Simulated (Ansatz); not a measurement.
Reaction (redistribution): `N[SiH2][SiH](O)F` + `C[CH2][Al]([OH])[OH]` → `O[SiH2][SiH](O)F` + `C[CH2][Al]([NH2])[OH]`

Program: Ansatz. Geometries: PBE0-D4/def2-TZVP. ΔE: electronic, gas phase. CBS: MP2 limit from def2 TZ/QZ plus the TZ coupled-cluster correction, frozen cores. Functionals use def2-TZVPP. Each species was taken in one conformer, which may not be the lowest.

```csv
level,ΔE (eV)
PBE0,0.10
HF/def2-TZVPP,0.01
SCS-MP2/def2-TZVPP,0.07
HF/def2-QZVPP,0.01
```

(1) What does CCSD(T)/CBS give? (Best estimate.)

Largest T1 diagnostic among the species: 0.012.

Answers

(1) Computed: +0.07 eV. The listed levels differ from it by 0.03, -0.06, 0.00, -0.06 eV.

In def2-TZVPP, CCSD(T) changes the Hartree–Fock value by +0.07 eV (the triples alone add +0.01 eV) and MP2 by +0.08 eV.
